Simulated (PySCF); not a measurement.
WO3, SMILES [O]=[W](=[O])=[O], multiplicity 1.

The structure is a stationary point at PBE-D3(BJ)/def2-TZVP. A frequency run showed that this geometry is not a minimum. The multiplicity is an assumed one; other spin states were not compared. The isomer is the one that the SMILES or the coordinates give; other isomers of the formula were not compared. The def2 effective core potentials stand for the cores of W; spin–orbit coupling is left out.

Computed with HF/def2-TZVPD (PySCF).

The molecule is in vacuum.

Computed frontier levels, gap, dipole moment and polarisability:
The highest occupied level comes out as -12.97 eV and the lowest empty level is -2.68 eV. The orbital gap comes out as 10.28 eV and the dipole moment is 0.00 D. The quadrupole, principal values (traceless, Buckingham form, about the centre of nuclear charge) is -8.37, -8.37, 16.75 D·Å and the mean static polarisability is 43.8 bohr³ (6.48 Å³). The polarisability, principal values is 33.1, 49.1, 49.1 bohr³.
